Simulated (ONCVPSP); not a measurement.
# platinum (Pt): variants of one ONCV potential

Base potential:

```json
{
 "Element": "platinum (Pt)",
 "Generator": "ONCVPSP 4.0.1",
 "Type": "optimised norm-conserving Vanderbilt (ONCV)",
 "Functional": "PBE",
 "Relativity": "scalar-relativistic",
 "Frozen core": "[Kr] 4d10",
 "Valence charge": "32",
 "Reference configuration": "4f14 5s2 5p6 5d9 6s0.5 (charge +0.5)",
 "Partial waves": "5s+6s: rc 1.70 bohr, ncon 4, nbas 7, qcut 7 1/bohr, 2 projectors; 5p: rc 1.40 bohr, ncon 4, nbas 9, qcut 10.5 1/bohr, 3 projectors, debl 1.6 Ha; 5d: rc 2.05 bohr, ncon 4, nbas 9, qcut 7.9 1/bohr, 2 projectors, debl 3.2 Ha; 4f: rc 0.90 bohr, ncon 4, nbas 8, qcut 17.5 1/bohr, 2 projectors, debl 0.8 Ha",
 "Local potential": "polynomial inside 0.80 bohr (lpopt 5, dvloc0 3 Ha)",
 "Core correction": "Teter function, fcfact 5.25, rcfact 1.45"
}
```

In the p channel the program set the typed energies aside and used -2.205, 0.250, 1.850 Ha. In the f channel the program set the typed energies aside and used -2.720, 0.250 Ha.

Cutoffs, loose and tight: the cutoffs (Ha) at which the residual kinetic energy of the hardest occupied pseudo-wave falls to 1 and 0.1 mHa per electron. They do not see the model core or the augmentation charge, which bear on the density cutoff. Test errors are all-electron minus pseudo excitation energies from the reference, over the configurations 4f14 5s2 5p6 5d9 6s1; 4f14 5s2 5p6 5d9 6s0; 4f14 5s2 5p6 5d8 6s0; 4f13 5s2 5p6 5d10 6s1. A dash means not determined; rows that change the core or the reference have their own tests.

A true bound ghost makes a file unfit for plane-wave use even where its test errors are small: the radial tests pick states by their node count and pass the ghost by.

| change | outcome | cutoff, loose | cutoff, tight | bound ghosts | GHOST(+) flags above zero | largest test error (meV) |
| --- | --- | --- | --- | --- | --- | --- |
| base | generated, projector energies reset by the program | 149 Ha | 313 Ha | s | p | +53 |
| local potential polynomial inside 0.80 bohr (lpopt 5, dvloc0 -2.5 Ha) | generated, projector energies reset by the program | 149 Ha | 313 Ha | s | p | +139 |
| local potential polynomial inside 0.80 bohr (lpopt 5, dvloc0 -0.5 Ha) | generated, projector energies reset by the program | 149 Ha | 313 Ha | s | p | +122 |
| local potential polynomial inside 0.80 bohr (lpopt 5, dvloc0 1 Ha) | generated, projector energies reset by the program | 149 Ha | 313 Ha | s | p | +102 |
| local potential polynomial inside 0.80 bohr (lpopt 5, dvloc0 2 Ha) | generated, projector energies reset by the program | 149 Ha | 313 Ha | s | p | +82 |
| local potential polynomial inside 0.80 bohr (lpopt 5, dvloc0 5 Ha) | generated, projector energies reset by the program | 149 Ha | 313 Ha | s | p | -100 |
| local potential polynomial inside 0.80 bohr (lpopt 5, dvloc0 6.5 Ha) | generated, projector energies reset by the program | 149 Ha | 313 Ha | s | p | 4 of 4 tests not solved or not reliable |
| local potential polynomial inside 0.80 bohr (lpopt 5, dvloc0 8 Ha) | generated, projector energies reset by the program | 149 Ha | 313 Ha | s | p | +468 |
| local potential polynomial inside 0.80 bohr (lpopt 5, dvloc0 9.5 Ha) | generated, projector energies reset by the program | 149 Ha | 313 Ha | s | p | +332 |

Reading the sweep of the dvloc0 (base included, trends over the rows without a ghost): Bound ghosts are found at -2.5, -0.5, 1, 2, 3, 5, 6.5, 8, 9.5 Ha. Every judged row has one, so this setting neither creates nor removes them.
